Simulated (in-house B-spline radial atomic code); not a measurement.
The fluorine ion F²⁺ is squeezed into an impenetrable sphere of radius R (the orbitals vanish at R). No spin polarisation. Computed with a radial B-spline atomic code at the basis-set limit: scalar-relativistic (X2C) PBE, spherical fractional occupations, Fermi nucleus of rms radius 2.8976 fm.

Energies in eV above the free ion in [He] 2s2 2p3:

```tsv
R (bohr)	highest level (eV)	[He] 2s2 2p3	[He] 2s1 2p4
9.96	-49	0	19.02
6.61	-49	0	19.02
4.98	-49	0.0008269	19.02
4.48	-49	0.004535	19.03
3.36	-48.7	0.1929	19.26
3.19	-48.6	0.337	19.43
2.45	-46	3.685	23.13
2.32	-44.9	5.582	25.15
1.72	-30.9	37.89	57.92
1.49	-16.9	79.92	99.04
```

(1) Does [He] 2s1 2p4 fall below [He] 2s2 2p3 under compression?

Results:

(1) No, it stays above over the whole range.
